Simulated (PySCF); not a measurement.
# mecrylate: full NMR table

```yaml
Formula: C5H5NO2
SMILES: C=C(C#N)C(=O)OC
InChI: InChI=1S/C5H5NO2/c1-4(3-6)5(7)8-2/h1H2,2H3
Point_group_of_the_computed_structure: Cs
Degrees_of_unsaturation: 4
Carbon_signals: 5
Proton_signals: 3
```

Atom-mapped SMILES (the numbers label the heavy atoms): `[CH2:1]=[C:2]([C:3]#[N:4])[C:5](=[O:6])[O:7][CH3:8]`. Each H is labelled by its parent atom. Ha(C1) is cis to C3; Hb(C1) is trans to C3.

[PySCF 2.14: coordinates at the GFN2-xTB level; NMR shieldings at PBE0/pcSseg-1/GIAO; fast rotation and ring inversion assumed for equivalent nuclei; isolated molecule; no relativistic terms; one conformer]

Shifts are taken against calculated references (same method and geometry level): ¹H (σref 31.72) and ¹³C (σref 186.93) vs TMS; NH3 for ¹⁵N (σref 267.73); ¹⁷O (σref 336.08) vs H2O.

| carbon | δC, type | δH (multiplicity) | HMBC from (2–3 bonds) | span of the C tensor (ppm) |
| --- | --- | --- | --- | --- |
| C1 | 153.7, CH2 | Hb(C1) 7.54 (br s); Ha(C1) 6.88 (br s) | – | 269 |
| C2 | 122.4, C | – | Hb(C1), Ha(C1) | 182 |
| C3 | 120.1, C | – | Hb(C1), Ha(C1) | 345 |
| C5 | 169.3, C | – | Hb(C1), Ha(C1), H(C8) | 151 |
| C8 | 54.9, CH3 | 4.10 (s) | – | 76 |

Other nuclei:
| atoms | nucleus | environment | δ (ppm) | σ (ppm) |
| --- | --- | --- | --- | --- |
| N4 | ¹⁵N | nitrile nitrogen | 327.0 | -59.3 |
| O6 | ¹⁷O | ester carbonyl oxygen | 412.2 | -76.1 |
| O7 | ¹⁷O | ester alkoxy oxygen | 197.7 | 138.4 |

1. Carbon types of the structure: 3 × C, 1 × CH2, 1 × CH3, which accounts for all hydrogens.
2. δC 169.3: ester carbonyl carbon; lone-pair donation from the attached heteroatom keeps it upfield of a ketone carbonyl.
3. δC 153.7: β carbon of a C=C–C=O unit; conjugation with the carbonyl draws π density from the β position.
4. δC 122.4: α carbon of a C=C–C=O unit; the olefinic region.
5. δC 120.1: nitrile carbon; this is the usual window of a C≡N carbon, which has no attached hydrogen.
6. δH 7.54, 6.88: hydrogen on a β carbon of a C=C–C=O unit; attached to an sp2 carbon and in the plane of the double bond.

Shifts are as computed. Against solution values, carbons near 30 ppm lie about +3 ppm off and those near 130 ppm about +5 ppm (rms about the fit 2.1 ppm; single classes can miss by 10 ppm). Of 1328 compounds with measured shifts, 309 miss one by over three times the rms of a fit or turn the order of signals round; such compounds aren't used in these exercises. Signals without a measured value on file couldn't be tested in this way; 1H shifts scatter by 0.2 ppm about their fit, and single ones miss by 0.5 ppm. Unscaled 17O shifts of doubly bonded oxygen tend to come out too high, by tens of ppm or more. Experimental scales use liquid or dissolved standards, which lie at an offset from isolated NH3 (liquid NH3: subtract about 20 ppm) and H2O (liquid H2O: subtract about 36 ppm). Unscaled 15N shifts of sp2 nitrogen often come out too high even then, by a few to some tens of ppm. Multiplicities follow the n + 1 count of equivalent neighbours, as no J values were calculated; m marks all less simple cases, F and P coupling included.
